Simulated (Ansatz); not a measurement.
Two isomers of C2H5BO: A = `BCC=O`, B = `CC1BO1`.

Isolated molecules relaxed with PBE0-D4/def2-TZVP in Ansatz; ΔE leaves out vibrations. CBS: MP2 limit from def2 TZ/QZ plus the TZ coupled-cluster correction, frozen cores. DFT in def2-TZVPP. One conformer a species, not always the lowest.

Which is lower in electronic energy at CCSD(T)/CBS, and by how much? (Best estimate.)

Computed: B, by 16.0 kcal/mol.

Give E(B) − E(A) in kcal/mol with B2PLYP, HF/def2-TZVPP, ωB97M-V, PBE0-D4, CCSD/def2-TZVPP, BLYP-D4, CCSD(T)/def2-TZVPP. (Estimate.)

The calculation gave: B2PLYP -14.8, HF/def2-TZVPP -7.0, ωB97M-V -16.2, PBE0-D4 -16.8, CCSD/def2-TZVPP -14.5, BLYP-D4 -13.6, CCSD(T)/def2-TZVPP -15.3. None reverses the order clearly.

Does the order hold for the free energy at 298.15 K (harmonic terms from PBE0-D4)? (An estimate is asked.)

The calculation gave: Yes: G(B) − G(A) = -12.8 kcal/mol, for one conformer each.

Largest T1 diagnostic: 0.015.

In def2-TZVPP, CCSD(T) changes the Hartree–Fock value by −8.3 kcal/mol (the triples alone add −0.8 kcal/mol) and MP2 by −10.1 kcal/mol. Leaving LDA and LC-ωPBE aside and taking each functional with its dispersion term where it has one, the values, not all of them listed here, spread over 4.0 kcal/mol, from PBE-D4 to BHLYP-D4. LDA lies −4.5 kcal/mol from PBE without D4.
